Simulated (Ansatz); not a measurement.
Isolated molecules relaxed with PBE0-D4/def2-TZVP in Ansatz; ΔE leaves out vibrations. CBS: MP2 limit from def2 TZ/QZ plus the TZ coupled-cluster correction, frozen cores. DFT in def2-TZVPP. B3LYP here is the variant with VWN-RPA as its local correlation; programs differ in this. One conformer a species, not always the lowest.

Reaction (isomerisation): `BNC=C=C` → `C=C1CBN1`

Q: Is it downhill or uphill in electronic energy at CCSD(T)/CBS, and by how much? (Estimate.)

A: Ansatz gave: Downhill: ΔE = -0.76 eV.

Q: What do these levels give: revPBE-D4, r2SCAN-D4, B97M-V, r2SCAN0-D4, B2PLYP, BLYP, r2SCAN, B3LYP, RPA@PBE/def2-TZVPP, MP2/def2-SVP, HF/def2-TZVPP, HF/def2-QZVPP? (Estimate.)

A: Computed: revPBE-D4 -0.73, r2SCAN-D4 -0.73, B97M-V -0.75, r2SCAN0-D4 -0.83, B2PLYP -0.64, BLYP -0.40, r2SCAN -0.72, B3LYP -0.54, RPA@PBE/def2-TZVPP -0.72, MP2/def2-SVP -0.88, HF/def2-TZVPP -0.62, HF/def2-QZVPP -0.62 eV.

Largest T1 diagnostic among the species: 0.014.

From PBE to PBE0 (25 % exact exchange), in def2-TZVPP and without D4, ΔE moves by −0.13 eV. In def2-TZVPP, CCSD(T) changes the Hartree–Fock value by −0.12 eV (the triples alone add +0.01 eV) and MP2 by −0.22 eV. Leaving LDA and LC-ωPBE aside and taking each functional with its dispersion term where it has one, the values, not all of them listed here, spread over 0.47 eV, from PBE-QIDH to BLYP-D4. LDA lies −0.21 eV from PBE without D4.
